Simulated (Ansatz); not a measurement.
A search over several starts for the lowest SCF solution of the cluster Li6H6⁻ at the given spin, in a small basis.

```yaml
crystal:
  periodic: [false, false, false]
  atoms:
    - {symbol: Li, position_ang: [-0.106694, 0.824572, 1.110909]}
    - {symbol: Li, position_ang: [2.087543, -0.394216, 0.492343]}
    - {symbol: Li, position_ang: [-2.084305, 0.391912, -0.493546]}
    - {symbol: Li, position_ang: [1.298585, 1.458858, -0.962452]}
    - {symbol: Li, position_ang: [0.107220, -0.827205, -1.110871]}
    - {symbol: Li, position_ang: [-1.300055, -1.463593, 0.960834]}
    - {symbol: H, position_ang: [-1.671476, -1.366776, -0.839752]}
    - {symbol: H, position_ang: [1.879823, -0.246220, -1.331111]}
    - {symbol: H, position_ang: [-0.452229, 1.066143, -0.833892]}
    - {symbol: H, position_ang: [-1.878670, 0.248086, 1.332901]}
    - {symbol: H, position_ang: [0.450459, -1.060353, 0.833398]}
    - {symbol: H, position_ang: [1.669800, 1.368782, 0.841238]}
basis:
  gaussian: {orbitals: def2-SVP, initial_orbitals: start.molden}
total_charge: -1
magnetization: {spin_polarized: true, initial_magnetization: 1}
hamiltonian: {xc: pbe0, dispersion: d4}
output: {orbitals: {seedname: orbitals}}
```

The file start.molden holds the orbitals of an earlier run on this structure, at another level or in another basis.

```sh
$ ansatz run in.yaml --threads 4 --pin off --events-out ev --progress --plain --max-ram 3916MiB
```

Output, abridged:

```
Functional definition: PBE0
1080 factors; integrals over basis functions are off by at most 6.5e-4 eV
mean field evaluation 1: about -1313.4989 eV, gradient 2.7e1 eV
mean field evaluation 2: about -1321.7330 eV, gradient 8.5e0 eV
mean field evaluation 4: about -1323.5461 eV, gradient 4.9e-1 eV
mean field evaluation 8: about -1323.7348 eV, gradient 3.7e-2 eV
mean field evaluation 16: about -1323.7361 eV, gradient 8.8e-6 eV
mean field evaluation 32: about -1323.7361 eV, gradient 1.1e-5 eV
mean field evaluation 64: about -1323.7361 eV, gradient 7.2e-5 eV
mean field evaluation 96: about -1323.6816 eV, gradient 9.8e-1 eV
mean field evaluation 128: about -1323.7132 eV, gradient 3.7e-1 eV
mean field -1323.73613416 eV, -48.6464056699 hartree, gradient 9.7e-6 eV, S^2 0.750612; 11 other end points of the search recorded, 0 dependent functions left out
reference -1323.73617142 eV, -48.6464070392 hartree; 13, 12 occupied and 71, 72 virtual orbitals, 1080 factors
Total energy: -1324.04200582 eV, -48.6576462461 hartree
```

Hardware: 4 threads of Arm Neoverse V1 on a shared host. Wall time 13 s.

The highest occupied level of the charge -1 doublet lies above zero (up to 1.13 eV). Energy differences put its binding near zero (0.03 eV; vertical, against the charge 0 singlet, at PBE0-D4/def2-TZVPD), which leaves it undecided. The structure comes from a short search, and lower isomers may exist.
